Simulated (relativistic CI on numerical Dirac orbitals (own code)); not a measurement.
**Line list: Electric-dipole lines, Xe20+**

Method of calculation: Dirac-Coulomb-Breit CI, KLI orbitals optimised for each configuration, QED by a radiative potential, unscaled Slater integrals (own radial code, finite nucleus).

Configuration list (outside the closed core [Ar] 3d10): 4s2 4p4, 4s 4p5, 4s2 4p3 4d, 4p6, 4s 4p4 4d, 4s2 4p3 4f, 4s 4p4 4f, 4p5 4d, 4s 4p3 4d2, 4s2 4p2 4d 4f, 4p5 4f, 4s2 4p3 5s, 4s2 4p3 5p, 4p5 5s, 4s 4p3 4d 5s, 4p4 4d 4f, 4s 4p4 5s, 4s2 4p3 5d, 4s2 4p2 4f 5s, 4s 4p3 4f2, 4s 4p4 5p, 4s2 4p3 5f, 4s2 4p3 5g, 4s 4p4 5d, 4s2 4p3 6s, 4s2 4p3 6p, 4s 4p3 5s2, 4s2 4p2 4d2, 4s2 4p 4d3, 4s 4p2 4d3, 4s2 4p 4d2 4f, 4s 4p2 4d2 4f, 4s2 4p 4d2 5s, 4p4 4d2, 4p3 4d3, 4p3 4d2 4f, 4p3 4d2 5s, 4s2 4p2 4d 5s, 4s 4p2 4d2 5s, 4s2 4p 4d 4f 5s, 4s 4p2 4d 4f 5s, 4s2 4p 4d 5s2, 4p4 4d 5s, 4p3 4d 4f 5s, 4p3 4d 5s2, 4s2 4p2 5s2, 4s 4p2 4d 5s2, 4s2 4p 4f 5s2, 4s 4p2 4f 5s2. Double excitations out of closed p, d and f shells are left out; levels of such configurations are missing from the list, as are those of other unlisted configurations, and high levels can miss mixing partners. These lack a partner that the ground configuration has and come out too high: 4s2 4p3 5p, 4s2 4p3 5d, 4s 4p4 5p, 4s2 4p3 5f, 4s2 4p3 5g.

```tsv
λ vac (Å)	Lower	Upper	A (s⁻¹)	gf	Branching (%)
106.10	4s2 4p3 4d 3G°_5 [26]	4s2 4p2 4d2 3H_6 [219]	5.86e+11	1.28e+01	100.0
106.80	4s 4p5 3P°_2 [6]	4s 4p4 4d 3D_3 [102]	1.77e+11	2.11e+00	86.4
107.12	4s2 4p3 4d 5D°_4 [13]	4s2 4p2 4d2 3G_5 [161]	2.21e+11	4.18e+00	97.4
107.12	4s2 4p3 4d 5D°_2 [15]	4s2 4p3 4f 5F_3 [167]	2.28e+11	2.74e+00	58.2
107.19	4s 4p5 3P°_1 [7]	4s 4p4 4d 1D_2 [114]	2.52e+11	2.17e+00	83.0
107.24	4s2 4p3 4d 5D°_3 [10]	4s2 4p2 4d2 3F_3 [152]	2.36e+11	2.84e+00	58.4
107.32	4s2 4p3 4d 1G°_4 [25]	4s2 4p2 4d2 3G_5 [214]	5.06e+11	9.60e+00	82.6
107.52	4s 4p5 3P°_2 [6]	4s 4p4 4d 3D_3 [98]	3.62e+11	4.39e+00	92.4
108.21	4s 4p5 3P°_2 [6]	4s 4p4 4d 3P_2 [95]	2.70e+11	2.37e+00	93.1
108.22	4s2 4p3 4d 5D°_3 [10]	4s2 4p2 4d2 3G_3 [148]	1.66e+11	2.04e+00	63.0
108.25	4s2 4p4 3P_2 [1]	4s2 4p3 4d 3D°_3 [36]	4.15e+11	5.10e+00	96.5
108.26	4s2 4p3 4d 5D°_4 [13]	4s2 4p2 4d2 5P_3 [158]	3.27e+11	4.02e+00	76.4
108.48	4s2 4p3 4d 3F°_4 [24]	4s2 4p2 4d2 3F_4 [204]	2.35e+11	3.72e+00	53.1
108.59	4s2 4p4 3P_1 [3]	4s2 4p3 4d 3D°_2 [45]	2.06e+11	1.82e+00	44.9
108.65	4s2 4p3 4d 5D°_4 [13]	4s2 4p3 4f 5F_5 [156]	2.37e+11	4.62e+00	91.8
108.67	4s2 4p3 4d 3G°_3 [16]	4s2 4p2 4d2 3F_3 [177]	3.06e+11	3.80e+00	67.0
108.74	4s2 4p3 4d 5D°_4 [13]	4s2 4p2 4d2 5D_4 [154]	2.58e+11	4.12e+00	61.5
108.96	4s2 4p3 4d 3D°_3 [33]	4s2 4p3 4f 3F_4 [238]	3.78e+11	6.05e+00	69.6
109.04	4s2 4p3 4d 3F°_4 [24]	4s2 4p3 4f 3G_5 [202]	3.85e+11	7.54e+00	72.5
109.09	4s2 4p3 4d 3D°_3 [36]	4s2 4p2 4d2 1G_4 [252]	7.62e+11	1.22e+01	87.4
109.11	4s2 4p4 3P_0 [2]	4s2 4p3 4d 1P°_1 [38]	3.80e+11	2.04e+00	80.6
109.23	4s 4p5 1P°_1 [14]	4s 4p4 4d 1D_2 [157]	3.62e+11	3.23e+00	67.9
109.59	4s2 4p3 4d 3P°_2 [35]	4s2 4p2 4d2 3D_3 [241]	4.50e+11	5.68e+00	60.4
109.65	4s2 4p3 4d 3F°_2 [18]	4s2 4p3 4f 3F_3 [183]	2.77e+11	3.50e+00	60.3
109.69	4s2 4p3 4d 3G°_3 [16]	4s2 4p3 4f 3F_4 [174]	1.94e+11	3.15e+00	54.3
109.78	4s2 4p3 4d 5D°_4 [13]	4s2 4p2 4d2 5D_4 [151]	2.00e+11	3.25e+00	78.8
110.06	4s2 4p4 1D_2 [4]	4s2 4p3 4d 1F°_3 [46]	5.94e+11	7.54e+00	99.8
110.15	4s2 4p3 4d 5D°_3 [10]	4s2 4p3 4f 5F_4 [141]	1.86e+11	3.05e+00	72.4
110.30	4s2 4p3 4d 3G°_5 [26]	4s2 4p2 4d2 3G_5 [210]	2.01e+11	4.03e+00	39.0
110.45	4s2 4p3 4d 1F°_3 [46]	4s2 4p2 4d2 1G_4 [299]	1.10e+12	1.81e+01	96.2
110.46	4s2 4p3 4d 1P°_1 [38]	4s2 4p2 4d2 3F_2 [261]	6.28e+11	5.74e+00	72.4
110.52	4s2 4p4 3P_2 [1]	4s2 4p3 4d 3P°_2 [35]	2.58e+11	2.36e+00	84.3
110.54	4s2 4p4 3P_2 [1]	4s2 4p3 4d 3P°_1 [34]	3.20e+11	1.76e+00	78.2
111.05	4s2 4p3 4d 3F°_2 [9]	4s2 4p2 4d2 5F_3 [134]	2.41e+11	3.12e+00	70.0
111.50	4s2 4p4 3P_2 [1]	4s2 4p3 4d 3D°_3 [33]	1.62e+11	2.12e+00	86.4
111.52	4s2 4p4 1D_2 [4]	4s2 4p3 4d 3D°_2 [45]	2.53e+11	2.36e+00	55.0
111.61	4s2 4p3 4d 3D°_2 [45]	4s2 4p2 4d2 3F_3 [287]	7.24e+11	9.47e+00	81.0
112.15	4s2 4p4 3P_1 [3]	4s2 4p3 4d 3P°_1 [44]	3.66e+11	2.07e+00	77.5
112.15	4s2 4p3 4d 3F°_4 [40]	4s2 4p3 4f 3G_5 [258]	4.74e+11	9.82e+00	95.1
112.47	4s2 4p3 4d 3D°_3 [43]	4s2 4p3 4f 1G_4 [273]	4.56e+11	7.78e+00	90.1
113.16	4s2 4p4 3P_2 [1]	4s2 4p3 4d 3P°_2 [31]	1.79e+11	1.72e+00	81.5
115.63	4s2 4p3 4d 1P°_1 [47]	4s2 4p2 4d2 1D_2 [315]	8.52e+11	8.54e+00	94.2
118.72	4s2 4p4 3P_1 [3]	4s2 4p3 4d 1D°_2 [39]	2.27e+11	2.40e+00	55.8
119.25	4s2 4p4 1S_0 [5]	4s2 4p3 4d 1P°_1 [47]	4.48e+11	2.87e+00	94.1
128.08	4s2 4p4 1D_2 [4]	4s2 4p3 4d 3S°_1 [37]	1.89e+11	1.39e+00	53.1
```

Terms are leading LS components. Brackets give the number of a level in order of energy, since labels repeat. The list gives strong lines, with weight on those to low levels, without lines whose two gauges differ by over a factor of 2.5, among the lowest 400 of 10641 levels, so that lines to higher ones, which can be the strongest, are missing. Levels whose partners in the same complex of configurations lie outside the list can be far off, and so can their lines. Rates are taken at the computed energies, electric ones in the length gauge.

At this charge energies of transitions that change n are usually good to better than 1 %, and those within a shell (Δn = 0) to a few per cent.

LS names give the leading component of a level, which can be under half, so a name can repeat, a term be missing and a line seem to break the LS rules.
